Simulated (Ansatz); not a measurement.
```xyz
9

N     1.254   -0.681    0.939
B     0.273   -0.231    0.094
C    -0.895    0.791   -0.115
C    -0.519   -0.171   -1.223
O    -0.784   -0.382   -2.371
H     1.432   -0.269    1.842
H     1.860   -1.452    0.712
H    -0.791    1.865   -0.269
H    -1.830    0.531    0.392
```

The species carries charge 0 and has multiplicity 1.

Question: List the B3LYP/def2-TZVPP orbital energies in eV (Ansatz). (Estimate.)

Answer: The calculation gave: Occupied: -520.50, -390.37, -278.89, -276.47, -184.09, -28.47, -24.48, -21.30, -15.32, -14.61, -14.38, -12.64, -12.33, -11.17, -10.05, -9.01, -8.12, -5.91. Lowest empty: -2.12, 0.13, 1.28, 1.58, 1.89, 2.50, 2.73, 3.71.

B3LYP here is the variant with VWN-RPA as its local correlation; programs differ in this.
